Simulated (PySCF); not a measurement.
Screening by computed properties: pick the candidate that meets the target.

Each SMILES stands for a single optimised conformer of the isolated species, non-relativistic unless stated. Electronic properties by PySCF.

The conformers computed, where there is a choice (atom-mapped SMILES and torsion angles):
- `[CH3:1][O:2][CH2:3][CH2:4][C@H:5]([SiH3:6])[CH:7]=[O:8]`: C1–O2–C3–C4 -177°, O2–C3–C4–C5 63°, C3–C4–C5–Si6 -170°, C4–C5–C7–O8 22°
- `[CH3:1][SiH:2]([CH3:3])[CH2:4][CH2:5][C@H:6]([F:7])[C:8]#[N:9]`: C1–Si2–C4–C5 57°, Si2–C4–C5–C6 179°, C4–C5–C6–F7 -175°
- `[CH3:1]/[CH:2]=[CH:3]\[SiH:4]([O:5][CH3:6])[O:7][CH3:8]`: C2–C3–Si4–O5 -54°, C3–Si4–O5–C6 -48°, C3–Si4–O7–C8 179°
- `[CH:1]#[C:2]/[C:3]([F:4])=[CH:5]/[C@H:6]([CH3:7])[CH2:8][CH:9]=[CH2:10]`: C3–C5–C6–C7 -124°, C5–C6–C8–C9 -60°, C6–C8–C9–C10 119°
- `[CH3:1][CH2:2][O:3][SiH2:4][C:5]([F:6])([F:7])[F:8]`: C1–C2–O3–Si4 -163°, C2–O3–Si4–C5 55°, O3–Si4–C5–F6 70°
- `[CH3:1][CH2:2][C@H:3]([SiH3:4])[CH2:5][O:6][CH:7]=[O:8]`: C1–C2–C3–Si4 -168°, C2–C3–C5–O6 83°, C3–C5–O6–C7 -110°, C5–O6–C7–O8 -3°
- `[CH3:1][CH2:2][O:3][SiH2:4]/[CH:5]=[CH:6]/[O:7][CH3:8]`: C1–C2–O3–Si4 180°, C2–O3–Si4–C5 180°, O3–Si4–C5–C6 180°, C5–C6–O7–C8 0°

Task: Wanted: HOMO energy below -7.1 eV (PBE0/pcSseg-1) and smallest rotational constant above 0.8 GHz (GFN2-xTB), at GFN2-xTB geometries. Which candidate meets both?
A. `C#C/C(F)=C/[C@H](C)CC=C`
B. `C/C=C\[SiH](OC)OC`
C. `C[SiH](C)CC[C@H](F)C#N`
D. `C(COC)[C@@H](C=O)[SiH3]`

Result: B. Computed values:
```csv
species,HOMO energy,smallest rotational constant
C[SiH](C)CC[C@H](F)C#N,-8.66 eV,0.539 GHz
C/C=C\[SiH](OC)OC,-7.51 eV,0.874 GHz
C(COC)[C@@H](C=O)[SiH3],-7.29 eV,0.753 GHz
C#C/C(F)=C/[C@H](C)CC=C,-6.96 eV,0.687 GHz
```

Task: Wanted: dipole moment between 1.3 D and 1.8 D (PBE0/pcSseg-1) and HOMO–LUMO gap above 7 eV (PBE0/pcSseg-1), at GFN2-xTB geometries. Which candidate meets both?
A. `CC[C@H]([SiH3])COC=O`
B. `C/C=C\[SiH](OC)OC`
C. `CCO[SiH2]/C=C/OC`
D. `CCO[SiH2]C(F)(F)F`
E. `C[SiH](C)CC[C@H](F)C#N`
F. `O=C[C@H](CCOC)[SiH3]`

Result: A. Computed values:
```
               species  dipole moment  HOMO–LUMO gap
      CCO[SiH2]/C=C/OC         0.95 D        7.21 eV
     C/C=C\[SiH](OC)OC         1.10 D        7.34 eV
  CC[C@H]([SiH3])COC=O         1.55 D        8.34 eV
  O=C[C@H](CCOC)[SiH3]         1.96 D        6.59 eV
     CCO[SiH2]C(F)(F)F         2.61 D        8.71 eV
C[SiH](C)CC[C@H](F)C#N         3.58 D        8.54 eV
```
